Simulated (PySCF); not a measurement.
**Stationary points of MoNCl2**

All numbers come from PBE0/[Mo def2-TZVP with ECP28, N def2-TZVP, Cl def2-TZVP], scalar-relativistic core potentials, density fitting, no spin–orbit coupling, PySCF.

Relaxations began from a few typed shapes; open shells are unrestricted. The search is not exhaustive: other isomers or separated fragments can lie lower, and high-lying points may rest on an excited occupation.

Q: Which is the lowest minimum found?
A. doublet Cs: Mo–Cl 2.258 Å (×2), Mo–N 1.613 Å; Cl–Mo–Cl 123.3°, Cl–Mo–N 109.0° (×2)
B. doublet C2v: Mo–Cl 2.301 Å (×2), Mo–N 1.606 Å; Cl–Mo–Cl 132.6°, Cl–Mo–N 113.7° (×2)
C. doublet C2v: Mo–Cl 2.265 Å (×2), Mo–N 1.613 Å; Cl–Mo–Cl 138.2°, Cl–Mo–N 110.9° (×2)

A: A. The others lie at 5.8 (doublet C2v, a saddle point), 41.7 (doublet C2v) kJ/mol above it.

Formally Mo is in oxidation state +5, d1, with 1 unpaired electron. The Mulliken spin on Mo is 1.14. The polar-tensor charge on Mo, 1.56, is far below the formal one.

For the lowest minimum: other spin states or occupations of the open shell can lie lower.
